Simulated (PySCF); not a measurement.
CH7GaOP2.

```xyz
12

Ga     0.0785    -0.0190     0.1080
O     -0.7301    -1.4794    -0.5585
C     -1.7019    -1.5185    -1.5690
H     -1.9023    -0.5301    -2.0299
H     -1.3831    -2.1991    -2.3801
H     -2.6623    -1.8999    -1.1742
P      1.7660    -0.5467     1.6300
H      0.9383    -1.4898     2.3136
H      1.4347     0.5367     2.5026
P     -0.4757     2.0479    -0.8584
H     -0.2869     2.7488     0.3730
H     -1.8756     1.8475    -0.6431
```
Charge 0, spin multiplicity 1.

Coordinates come from a B3LYP-D3(BJ)/def2-SVP optimisation. One conformer was computed; it need not be the lowest.

The numbers are results of PBE0/pcSseg-1 (PySCF), not measurements. Non-relativistic, no solvent.

Problem. Give the absolute GIAO shielding of each atom: isotropic value and principal components (ppm). (The exact figures need the calculation; the answer reports its results.)

Solution. 
```json
[
 {"atom": "Ga1", "σ(iso)": "1196.0", "σ11": "960.0", "σ22": "1187.9", "σ33": "1440.3", "span": "480.3"},
 {"atom": "O2", "σ(iso)": "198.2", "σ11": "-14.0", "σ22": "267.9", "σ33": "340.7", "span": "354.7"},
 {"atom": "C3", "σ(iso)": "125.2", "σ11": "95.3", "σ22": "100.2", "σ33": "180.0", "span": "84.7"},
 {"atom": "H4", "σ(iso)": "27.5", "σ11": "22.4", "σ22": "26.9", "σ33": "33.1", "span": "10.7"},
 {"atom": "H5", "σ(iso)": "27.2", "σ11": "23.0", "σ22": "24.4", "σ33": "34.2", "span": "11.2"},
 {"atom": "H6", "σ(iso)": "27.3", "σ11": "23.2", "σ22": "24.4", "σ33": "34.2", "span": "11.0"},
 {"atom": "P7", "σ(iso)": "586.7", "σ11": "526.9", "σ22": "602.3", "σ33": "630.9", "span": "103.9"},
 {"atom": "H8", "σ(iso)": "29.4", "σ11": "24.2", "σ22": "26.7", "σ33": "37.5", "span": "13.3"},
 {"atom": "H9", "σ(iso)": "29.9", "σ11": "24.7", "σ22": "27.5", "σ33": "37.6", "span": "13.0"},
 {"atom": "P10", "σ(iso)": "589.4", "σ11": "549.1", "σ22": "592.4", "σ33": "626.7", "span": "77.6"},
 {"atom": "H11", "σ(iso)": "29.9", "σ11": "24.8", "σ22": "27.4", "σ33": "37.5", "span": "12.7"},
 {"atom": "H12", "σ(iso)": "29.4", "σ11": "24.2", "σ22": "26.9", "σ33": "37.1", "span": "13.0"}
]
```
